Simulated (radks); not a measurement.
Charge is removed step by step from the 5s1/2 level of Ba8+, starting from [Kr] 4d10 5s2. All-electron calculation, Dirac Kohn-Sham, PBE, spin-unpolarised, spherical densities, point nucleus. Program: a radial shooting solver on a logarithmic mesh with Libxc functionals.

\begin{tabular}{lrrr}
removed (e) & E - E(0) (eV) & eigenvalue (eV) & E minus straight line (eV) \\ \hline
0 & 0.000 & -124.49 & 0.000 \\
0.25 & 31.593 & -128.25 & -1.422 \\
0.5 & 64.129 & -132.04 & -1.900 \\
0.75 & 97.616 & -135.86 & -1.428 \\
1 & 132.06 & -139.70 & 0.000 \\
\end{tabular}

Removing the whole electron costs 132.06 eV by Delta-SCF, against 124.49 eV from minus the eigenvalue at the starting occupation. Slater's transition state (half an electron removed) gives 132.04 eV. Integrating minus the eigenvalue over the occupation (Janak's theorem) gives 132.06 eV. The mean slope of the eigenvalue, de/dn, is 15.2 eV per electron. Ionisation energy of Ba8+ in the NIST Atomic Spectra Database: 131 eV (semi-empirical).

Beside tabulated values, note that spin-unpolarised runs miss the spin-polarisation part of the exchange energy of open shells.
